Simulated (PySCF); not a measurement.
Four-centre ligand exchange

Start structure (SiNH₅F₂, closed shell), relaxed at PBE0-D4/def2-TZVP:

```csv
atom,x (Å),y (Å),z (Å)
Si1,-0.3879,-1.0489,-0.4784
N2,0.9501,-0.1172,-0.0506
F3,-0.0382,-2.4222,-1.1994
F4,-1.1323,-1.4719,0.8563
H5,-1.2806,-0.3030,-1.3768
H6,-0.4770,2.1487,0.9782
H7,-0.8842,2.7534,1.1435
H8,1.5528,-0.3629,0.7176
H9,1.4135,0.4709,-0.7228
```

The step: SiNH₃F₂ ([NH2][SiH]([F])[F]) + H₂ → SiH₂F₂ ([F][SiH2][F]) + NH₃; bonds formed: Si1–H7, N2–H6; bonds broken: Si1–N2, H6–H7. PySCF 2.14 with density fitting (its default auxiliary sets; JK sets also for MP2 and CCSD(T)); basis: def2-TZVPP and def2-QZVPP; cores frozen in the correlated methods. Extrapolation: Hartree–Fock as exp(−7.88 √X), correlation as X^−2.97. Energies below are by CCSD(T) at an estimated basis limit (MP2 extrapolated from triple and quadruple zeta, plus CCSD(T) − MP2 in triple zeta).

(1) What are the electronic barrier and the energy of the step, from the start structure to the end structure? (Judge from chemistry; the value comes from the calculation.)

The T1 diagnostic stays at or below 0.012.

Results:

(1) By the calculation: Barrier 50.85 kcal/mol; step energy 8.05 kcal/mol (uphill); reverse barrier, their difference, 42.80 kcal/mol. Barrier and step energy count from the start structure, the reverse barrier from the end structure.

The saddle point: One imaginary mode of 1428i cm⁻¹.
```
  pair  start (Å)  saddle (Å)  end (Å)
Si1–H7       4.16        1.78     1.48
 N2–H6       2.87        1.23     1.01
Si1–N2       1.69        1.84     2.33
 H6–H7       0.75        1.12     2.79
```

Zero-point energy (harmonic, PBE0-D4): ZPE is 32.93 kcal/mol at the start and 35.12 kcal/mol at the saddle, so the barrier goes from 50.85 to 53.04 kcal/mol.

Labels in which every atom is bracketed show which atoms are joined, not bond orders.

For scale, one of the runs: CCSD(T)/def2-TZVPP, 205 basis functions, launched by `OMP_NUM_THREADS=4 python run.py`. Time: 8.1 min of wall clock on 4 CPU threads of an Arm Neoverse V2; the host was shared. Peak host memory: 3.1 GiB.
